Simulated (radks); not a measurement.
All-electron atom: Mg6+ in [He] 2s2 2p2 (the NIST ground configuration).

Calculated with a radial shooting solver on a logarithmic mesh with Libxc functionals: scalar-relativistic Kohn-Sham, PBE, spin-unpolarised, spherical densities, point nucleus.

Energy parts (hartree):
total: -180.21233
kinetic: 180.62562
electron-nucleus: -393.69743
Hartree: 44.51224
exchange-correlation: -11.65277

Orbitals (lengths in bohr, moments of r in powers of bohr; <r^-3> diverges for s and p1/2; r(max) is where P^2 peaks):
1s: occ. 2; eigenvalue (hartree) -53.54756; r(max) 0.08501
2s: occ. 2; eigenvalue (hartree) -8.49730; r(max) 0.5071
2p: occ. 2; eigenvalue (hartree) -7.44626; r(max) 0.4230; <r^-3> 37.74

The highest occupied level is 2p at -202.62 eV. The density falls to 0.001 e/bohr^3 at r = 1.66 bohr. For comparison, the ionisation energy in NIST's Atomic Spectra Database is 225.0 eV (semi-empirical). In exact Kohn-Sham theory the highest level is minus the ionisation energy, but local and semilocal functionals leave it too shallow, through self-interaction and a potential that decays too fast; potentials with the right tail come closer.

Beside tabulated values, note that spin-unpolarised runs miss the spin-polarisation part of the exchange energy of open shells.
